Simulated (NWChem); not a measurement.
AuH3O; SMILES [OH2]->[AuH]

Program: NWChem. Geometry: optimised at PBE0/def2-SVP. Not confirmed as a minimum by frequencies. def2 effective core potentials on Au; no spin-orbit coupling. Ions are spin-unrestricted doublets at the neutral geometry; other ion states weren't tried.

Task: Predict the results for PBE/def2-SVP. Quantities: vertical ionisation energy, ΔSCF (eV); −ε(HOMO) (eV).

Result: The vertical ionisation energy, ΔSCF (eV) comes out as 9.29 and the −ε(HOMO) (eV) is 5.64.
